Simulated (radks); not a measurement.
Effect of the nuclear size on the cobalt ion Co3+, [Ar] 3d6. Method: Dirac Kohn-Sham, relativistic LDA (MacDonald-Vosko exchange, VWN5 correlation), spin-unpolarised, spherical densities, finite nucleus; open shells fill j = l - 1/2 first; Fermi nuclear charge, rms radius 3.7875 fm; computed with a radial shooting solver on a logarithmic mesh with Libxc functionals. The rms radius is varied about that value; shifts are against it.

| rms radius (fm) | total energy shift (eV) | density at nucleus (e/bohr^3) | 1s1/2 shift (meV) | 2s1/2 shift (meV) | 3s1/2 shift (meV) | 4s1/2 (empty) shift (meV) |
|---|---|---|---|---|---|---|
| 3.1626 | -0.0405 | 1.72e+04 | -17.1 | -1.57 | -0.235 | -0.032 |
| 3.5868 | -0.0138 | 1.71e+04 | -5.83 | -0.535 | -0.080 | -0.011 |
| 3.7875 | 0 | 1.706e+04 | 0.000 | 0.000 | 0.000 | 0.000 |
| 4.1094 | 0.0236 | 1.699e+04 | 9.98 | 0.916 | 0.137 | 0.019 |
| 4.7268 | 0.0739 | 1.689e+04 | 31.3 | 2.87 | 0.430 | 0.059 |

Slopes of the eigenvalues against <r^2> in GHz/fm^2, as finite differences over the two radii next to the reference (eigenvalue slopes, not the field-shift constants of lines): 1s1/2 950, 2s1/2 87.2, 3s1/2 13.1, 4s1/2 (empty) 1.78.
